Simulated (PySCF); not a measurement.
A GIAO shielding run with PySCF (density fitting, non-relativistic, gas phase) on SMILES C1C[C@@H]([SiH]2OCCO2)N1, C5H11NO2Si:

```
$ OMP_NUM_THREADS=1 python probes_run.py task.json out

{"job": {"kind": "nmr", "xc": "PBE0", "basis": "pcSseg-1"}, "charge": 0, "multiplicity": 1}
C     -2.579157     0.676288     0.047964
C     -2.386793    -0.807576    -0.273000
C     -1.150150    -0.737081     0.634628
Si     0.479715    -0.617951    -0.330296
O      1.006744     0.937985    -0.370615
C      2.386995     0.993803    -0.158359
C      2.802820    -0.286255     0.596681
O      1.790099    -1.236572     0.439208
N     -1.671798     0.528866     1.184169
H     -3.580249     0.999038     0.342326
H     -2.204743     1.326301    -0.751089
H     -2.217205    -1.063573    -1.315046
H     -3.177105    -1.432908     0.134216
H     -1.106361    -1.513324     1.404141
H      0.419738    -1.186677    -1.677390
H      2.617962     1.896306     0.411116
H      2.892408     1.041681    -1.127768
H      3.736060    -0.691369     0.198363
H      2.926664    -0.087984     1.665779
H     -0.990792     1.271680     1.303149
```

Hardware: 1 thread of an Intel Xeon, shared host. The job also computes population analyses, field gradients, ring-centre shieldings.

Question: How large is the calculation?

Answer: 78 electrons, 215 basis functions and 1132 auxiliary functions.

Question: How long does it take, and how much memory does it need?

Answer: 82 s of wall time, with 13 SCF cycles and 4 response iterations; peak memory 1 GiB. Times on a shared host scatter by some tens of per cent.
